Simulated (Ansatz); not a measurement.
Species, as SMILES: [SiH] (SiH), doublet.
Atoms: Si1, H2. Bonds: Si1-H2.

How fast the optimised Si1-H2 bond length converges with the basis for several methods (Ansatz, a program for electronic structure): deviation from each method's own reference, in Å. References: CCSD(T) 1.5222 Å, the value in def2-QZVPPD; PBE 1.5432 Å, the value in aug-cc-pV(5+d)Z; PBE0 1.5297 Å, the value in aug-cc-pV(5+d)Z. Cartesian d functions, on some or all atoms, in 6-31G**, 6-311+G**; all else is spherical. In correlated methods cores are frozen. Open shells are unrestricted. No added dispersion term, no relativity. The reference of a correlated method is not its basis-set limit, which lies further on.

```tsv
basis	functions	CCSD(T)	PBE	PBE0
3-21G	15	0.0532	0.0376	0.0347
def2-SV(P)	20	0.0263	0.0157	0.0136
def2-SVP	23	0.0067	0.0125	0.0107
pcseg-1	23	0.0048	0.0126	0.0090
6-31G**	24	0.0015	0.0101	0.0078
def2-SVPD	32	0.0096	0.0103	0.0095
6-311+G**	37	0.0005	0.0069	0.0057
def2-TZVP	43	0.0018	0.0021	0.0020
def2-TZVPD	52	0.0036	0.0017	0.0016
def2-TZVPP	56	0.0016	0.0018	0.0019
def2-TZVPPD	65	0.0015	0.0012	0.0014
cc-pV(Q+d)Z	94	-0.0001	-0.0010	-0.0004
```

Mean absolute deviation over 6-311+G**, def2-TZVP, def2-TZVPD, def2-TZVPP, def2-TZVPPD: CCSD(T) 0.0018, PBE0 0.0025, PBE 0.0027 Å.
